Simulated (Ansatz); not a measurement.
Ansatz (a program for electronic structure) input (BHLYP/def2-TZVPD):

Ansatz 0.2 input:
```yaml
crystal:
  periodic: [false, false, false]
  atoms:
    - {symbol: B, position_ang: [-0.01744833, 0.01357282, 0.00081580]}
    - {symbol: F, position_ang: [0.32283310, 1.30600505, 0.06635391]}
    - {symbol: O, position_ang: [-1.33694995, -0.29348533, -0.00724029]}
    - {symbol: O, position_ang: [0.94257609, -0.95327315, -0.05558063]}
    - {symbol: H, position_ang: [-1.50394033, -1.23992490, -0.05573206]}
    - {symbol: H, position_ang: [1.84067489, -0.60791677, -0.04296477]}
basis:
  gaussian:
    orbitals: def2-TZVPD
hamiltonian:
  xc: {name: BHLYP}
magnetization: {spin_polarized: true, initial_magnetization: 2}
```

Output:

```
Functional definition: BHLYP
integrals: 0.07 GiB planned
942 factors; their error is unknown
mean field: 0.92 GiB planned
mean field evaluation 1: about -7512.9651 eV, gradient 3.1e1 eV
mean field evaluation 2: about -7513.4649 eV, gradient 3.2e1 eV
mean field evaluation 4: about -7516.2346 eV, gradient 3.8e0 eV
mean field evaluation 8: about -7516.2963 eV, gradient 1.3e-1 eV
mean field evaluation 16: about -7516.3433 eV, gradient 2.5e-3 eV
mean field evaluation 32: about -7516.4153 eV, gradient 3.0e-1 eV
mean field -7516.41762211 eV, -276.2232528018 hartree, gradient 2.1e-5 eV, S^2 2.015793; 9 other end points of the search recorded, 0 dependent functions left out
reference -7516.41776477 eV, -276.2232580444 hartree; 17, 15 occupied and 158, 160 virtual orbitals, 942 factors
Total energy: -7516.41776477 eV, -276.2232580444 hartree
```

This state (charge 0, triplet) is run at the relaxed geometry of the species with charge 0 and multiplicity 1, and is a spin state other than that species' own.
